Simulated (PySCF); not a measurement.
One molecule, one basis, several functionals.

Compound: C₂H₈BNO₂.
InChI=1S/C2H8BNO2/c1-4(2)3(5)6/h5-6H,1-2H3

Torsions of this conformer, `[CH3:1][N:2]([CH3:3])[B:4]([OH:5])[OH:6]`: C1–N2–B4–O5 0°, H–O5–B4–N2 180°, H–O6–B4–N2 180°.

PySCF, def2-SVPD basis, density fitting, gas phase, PBE0-D3(BJ)/def2-SVP geometry; singlet excitations by full TDDFT with frozen cores, triplets by Tamm–Dancoff TDDFT and ionisation energies by ΔSCF, from the lowest of the holes tried. One functional is left out:

```
functional  exact exchange (%)  HOMO energy (eV)  LUMO energy (eV)  lowest singlet excitation (eV)  lowest triplet excitation (eV)  dipole moment (D)  mean polarisability (au)  vertical ionisation energy (eV)
       LDA                   0             -5.21             -0.99                            4.24                            4.20              1.479                      61.0                             8.45
       PBE                   0             -5.11             -0.91                            4.20                            4.15              1.463                      60.3                             8.28
     B3LYP                  20             -6.21             -0.53                            4.88                            4.83              1.524                      57.8                             8.48
 BHandHLYP                  50             -7.67              0.22                            5.88                            5.81              1.598                      54.7                             8.43
```

Predict the row of PBE0 (25 % exact exchange) by straight lines through the other rows, and check it.

| property | line | computed | computed − line | B3LYP (20 %), for comparison |
| --- | --- | --- | --- | --- |
| HOMO energy (eV) | -6.43 | -6.42 | +0.01 | -6.21 |
| LUMO energy (eV) | -0.38 | -0.21 | +0.17 | -0.53 |
| lowest singlet excitation (eV) | 5.05 | 5.20 | +0.15 | 4.88 |
| lowest triplet excitation (eV) | 4.99 | 5.14 | +0.15 | 4.83 |
| dipole moment (D) | 1.535 | 1.526 | -0.009 | 1.524 |
| mean polarisability (au) | 57.6 | 57.1 | -0.5 | 57.8 |
| vertical ionisation energy (eV) | 8.42 | 8.44 | +0.02 | 8.48 |
